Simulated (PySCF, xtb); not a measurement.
trimethylgallium (C3H9Ga), SMILES [CH3][Ga]([CH3])[CH3].

GFN2-xTB (xtb) at its own geometry gives an orbital gap of 4.73 eV and a dipole moment of 0.01 D.

Geometry optimised at PBE0-D3(BJ)/def2-SVP.

Question: What does CAM-B3LYP/def2-TZVP (PySCF) give? (The exact figures need the calculation; the answer reports its results.)

Answer: gap 9.16 eV (levels -8.79 and 0.37 eV), dipole 0.00 D.
